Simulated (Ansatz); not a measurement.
`N[SiH2]CF` + H–F → `FC[SiH2]F` + NH₃ at 700 K and 1 bar (ligand exchange at the Si–N bond).

Isolated molecules relaxed with PBE0-D4/def2-TZVP in Ansatz; ΔE leaves out vibrations. CCSD(T)/CBS adds triple-zeta CCSD(T) − MP2 to the extrapolated MP2 energy (def2 sets, frozen cores). This one scheme is used for every species. One conformer a species, not always the lowest.

| species | CCSD(T)/CBS energy (Eh) | H − E (kJ/mol) | S (J/(mol·K)) |
| --- | --- | --- | --- |
| `N[SiH2]CF` | -485.25003 | 262.6 | 434.2 |
| H–F | -100.39570 | 45.2 | 198.5 |
| `FC[SiH2]F` | -529.16787 | 190.0 | 398.0 |
| NH₃ | -56.50880 | 116.9 | 226.5 |

H − E and S are ideal-gas, rigid-rotor, harmonic terms from PBE0-D4/def2-TZVP, for one conformer and one mirror image of each species. 1 Eh = 2625.50 kJ/mol, R = 8.31446 J/(mol·K).

By hand: ΔE, ΔH, ΔS and ΔG.

ΔE = (-529.16787) + (-56.50880) − (-485.25003) − (-100.39570) = -0.03094 Eh = -81.2 kJ/mol. Δ(H − E) = 190.0 + 116.9 − 262.6 − 45.2 = -0.9, so ΔH = -82.1 kJ/mol. ΔS = 398.0 + 226.5 − 434.2 − 198.5 = -8.2 J/(mol·K). ΔG = -82.1 − 700 × (-8.2)/1000 = -76.4 kJ/mol.

By hand: the equilibrium constant, and the temperature at which ΔG would vanish if ΔH and ΔS stayed fixed.

log₁₀ K = −ΔG/(RT ln 10) = 5.7. ΔG = 0 at ΔH/ΔS = 10012 K, far beyond where these terms or the molecules hold.

The number of gas molecules stays the same, so ΔS is small and ΔH decides. A doubt of 5 kJ/mol in ΔE shifts log₁₀ K by 0.4 here. Other conformers and mirror images would add mixing entropy, several J/(mol·K) or more a flexible species. These are equilibria of isolated gas molecules and say nothing of rates. Largest T1 diagnostic: 0.011 (customary marks: 0.02 for closed shells, 0.045 for open ones).
